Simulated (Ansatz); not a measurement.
Two isomers of C2H8FNSi: A = `NCC[SiH2]F`, B = `N[SiH2]CCF`.

Isolated molecules relaxed with PBE0-D4/def2-TZVP in Ansatz; ΔE leaves out vibrations. CCSD(T)/CBS adds triple-zeta CCSD(T) − MP2 to the extrapolated MP2 energy (def2 sets, frozen cores). Functionals use def2-TZVPP. B3LYP here is the variant with VWN-RPA as its local correlation; programs differ in this. Each species was taken in one conformer, which may not be the lowest.

A:

Z-matrix (Å, degrees):
```
C
C 1 1.521
N 1 1.455 2 110.5
H 1 1.095 2 109.4 3 -118.3
H 1 1.101 2 109.1 3 125.6
Si 2 1.858 1 114.8 3 174.7
H 2 1.097 1 110.2 3 -62.8
H 2 1.097 1 109.3 3 53.5
H 3 1.013 1 110.2 2 62.7
H 3 1.013 1 110.7 2 -179.3
F 6 1.606 2 109.8 1 62.2
H 6 1.486 2 111.3 1 -56.0
H 6 1.485 2 111.2 1 -179.1
```

B:

```xyz
13

N     1.147    2.030    0.336
Si   -0.038    0.829    0.665
C     0.201   -0.597   -0.532
C    -0.807   -1.702   -0.381
F    -0.587   -2.700   -1.322
H     1.191    2.466   -0.572
H     1.395    2.687    1.057
H    -1.458    1.285    0.547
H     0.172    0.399    2.074
H     1.214   -0.989   -0.397
H     0.145   -0.194   -1.551
H    -1.829   -1.340   -0.530
H    -0.745   -2.173    0.606
```

(1) Which is lower in electronic energy at CCSD(T)/CBS, and by how much? (Best estimate.)

(2) Give E(B) − E(A) in kJ/mol with B3LYP-D4, r2SCAN-D4, PBE-D4, MP2/def2-TZVPP, ωB97M-V, HF/def2-TZVPP, PBE0-D4. (An estimate is asked.)

Largest T1 diagnostic: 0.010.

Results:

(1) The calculation gave: A, by 94.6 kJ/mol.

(2) Computed: B3LYP-D4 87.4, r2SCAN-D4 87.4, PBE-D4 84.5, MP2/def2-TZVPP 97.5, ωB97M-V 88.2, HF/def2-TZVPP 90.7, PBE0-D4 86.9. None reverses the order clearly.
